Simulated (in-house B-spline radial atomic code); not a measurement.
Configurations of Si⁶⁺, with energies counted from [He] 2s2 2p4. Level of theory: scalar-relativistic (X2C) r2SCAN0, spin-polarised, spherical fractional occupations, exact exchange averaged over the configuration, Fermi nucleus of rms radius 3.1224 fm; calculated with an all-electron radial atomic-structure program (B-spline basis). Shells without spins written out take the highest spin.

```
   configuration  E - E(ref) (eV)  highest orbital  its <r> (bohr)
    [He] 2s1 2p5           44.096          2p down          0.4912
[He] 2s2 2p3 3s1           141.57            3s up           1.402
[He] 2s1 2p4 3p1           194.21            3p up           1.433
```

Task: Order these further configurations by energy, lowest first.
A. [He] 2s2 2p3 3p1
B. [He] 2s1 2p4 3d1
C. [He] 2s1 2p4 3s1
D. [He] 2s2 2p3 3d1

Result: A (152.66 eV), D (166.64 eV), C (182.99 eV), B (207.86 eV).
